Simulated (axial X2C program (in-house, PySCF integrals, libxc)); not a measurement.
Spin–orbit effects along a row: molecules with N (ions), PBE0

Calculated with an in-house relativistic program for diatomic molecules, spin-free (one-electron X2C) or two-component (2c: spin–orbit coupling with atomic mean-field Coulomb and Gaunt terms, which also bring small scalar terms), in Dyall basis sets with cores contracted in-house; open shells are unrestricted.

Basis sets: Ca dyall-cv3z, Cu dyall-cv3z, Fe dyall-v3z, Ge dyall-cv3z, Mn dyall-cv3z, N dyall-av3z, N dyall-v3z, Ni dyall-cv3z, Sc dyall-cv3z, Se dyall-cv3z, Ti dyall-cv3z.

| molecule | spin-free state | Re (Å) | ωe (cm⁻¹) | De (eV) | 2c state | Re 2c (Å) | ωe 2c (cm⁻¹) | De 2c (eV) |
| --- | --- | --- | --- | --- | --- | --- | --- | --- |
| CaN⁺ | M_S = 1, Λ = 0 | 2.139 | 539.9 | 1.69 | Ω = 1 | 2.138 | 540.1 | 1.69 |
| ScN⁺ | ? | ? | ? | ? | ? | ? | ? | ? |
| TiN⁺ | M_S = 0, Λ = 0 | 1.505 | 1230.0 | 4.73 | Ω = 0 | 1.505 | 1229.9 | n/a |
| MnN⁺ | M_S = 3/2, Λ = 0 | 1.772 | 513.2 | 1.63 | Ω = 3/2 | 1.772 | 513.1 | 1.63 |
| FeN⁺ | M_S = 1, Λ = 1 | 1.826 | 519.1 | 1.41 | Ω = 2 | 1.826 | 518.9 | n/a |
| NiN⁺ | M_S = 2, Λ = 2 | 1.772 | 574.9 | 1.22 | Ω = 4 | 1.772 | 574.8 | n/a |
| CuN⁺ | M_S = 3/2, Λ = 0 | 1.817 | 480.7 | 1.01 | Ω = 3/2 | 1.818 | 480.1 | 1.01 |
| GeN⁺ | M_S = 1, Λ = 0 | 1.899 | 644.7 | 2.21 | Ω = 1 | 1.899 | 643.9 | n/a |
| SeN⁺ | M_S = 0, Λ = 0 | 1.564 | 1228.4 | 4.40 | Ω = 0 | 1.565 | 1226.2 | 4.38 |

**Question.** Estimate the 2c Re and ωe of ScN⁺ as the mean of its neighbours in the table.

**Answer.** Re ≈ 1.821 Å, ωe ≈ 885.0 cm⁻¹. The PBE0 runs give the row below, so the estimate misses by 0.172 Å and -119.2 cm⁻¹.

| molecule | spin-free state | Re (Å) | ωe (cm⁻¹) | De (eV) | 2c state | Re 2c (Å) | ωe 2c (cm⁻¹) | De 2c (eV) |
| --- | --- | --- | --- | --- | --- | --- | --- | --- |
| ScN⁺ | M_S = 1/2, Λ = 0 | 1.649 | 1004.3 | 3.69 | Ω = 1/2 | 1.649 | 1004.2 | n/a |

Fragments in 2c: Ca+ + N, Sc+ + N, Ti+ + N, Mn+ + N, Fe+ + N, Ni+ + N, Cu+ + N, Ge+ + N, Se+ + N. Each entry is the lowest single determinant of a limited PBE0 search at one distance. De goes to single-determinant-based atoms at the same level (for ions the charge split of lowest energy) and is withheld (n/a) where an atom does not fit its ground term or J level. Main or longest-lived isotopes. One determinant is a doubtful description, or other states lie close, for CaN⁺, ScN⁺, MnN⁺, FeN⁺, NiN⁺, CuN⁺, GeN⁺; these need not be ground states, and all values refer to the states named. Some open-shell Ω = 0 determinants are out of reach, so the Ω given for CaN⁺, FeN⁺, NiN⁺, GeN⁺ need not be the lowest component. With several unpaired electrons the Ω given is that of one determinant, not necessarily of the lowest component. The functionals have no current term, which raises determinants with orbital currents.
